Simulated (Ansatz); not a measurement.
`[AlH2][B]1CC1` + H–F → `FB1CC1` + `[AlH3]` at 298.15 K and 1 bar (cleavage of the B–Al bond).

Gas-phase electronic energies from Ansatz, PBE0-D4/def2-TZVP geometries. CBS: MP2 limit from def2 TZ/QZ plus the TZ coupled-cluster correction, frozen cores. This one scheme is used for every species.

| species | CCSD(T)/CBS energy (Eh) | H − E (kJ/mol) | S (J/(mol·K)) |
| --- | --- | --- | --- |
| `[AlH2][B]1CC1` | -346.44261 | 198.9 | 312.0 |
| H–F | -100.39570 | 33.5 | 173.6 |
| `FB1CC1` | -203.10011 | 166.9 | 273.2 |
| `[AlH3]` | -243.78045 | 58.9 | 207.5 |

H − E and S are ideal-gas, rigid-rotor, harmonic terms from PBE0-D4/def2-TZVP. 1 Eh = 2625.50 kJ/mol, R = 8.31446 J/(mol·K).

**Question.** By hand: ΔE, ΔH, ΔS and ΔG.

**Answer.** ΔE = (-203.10011) + (-243.78045) − (-346.44261) − (-100.39570) = -0.04225 Eh = -110.9 kJ/mol. Δ(H − E) = 166.9 + 58.9 − 198.9 − 33.5 = -6.6, so ΔH = -117.5 kJ/mol. ΔS = 273.2 + 207.5 − 312.0 − 173.6 = -4.9 J/(mol·K). ΔG = -117.5 − 298.15 × (-4.9)/1000 = -116.0 kJ/mol.

**Question.** By hand: the equilibrium constant, and the temperature at which ΔG would vanish if ΔH and ΔS stayed fixed.

**Answer.** log₁₀ K = −ΔG/(RT ln 10) = 20.3. ΔG = 0 at ΔH/ΔS = 23980 K, far beyond where these terms or the molecules hold.

The number of gas molecules stays the same, so ΔS is small and ΔH decides. A doubt of 5 kJ/mol in ΔE shifts log₁₀ K by 0.9 here. These are equilibria of isolated gas molecules and say nothing of rates. Largest T1 diagnostic: 0.012 (customary marks: 0.02 for closed shells, 0.045 for open ones).
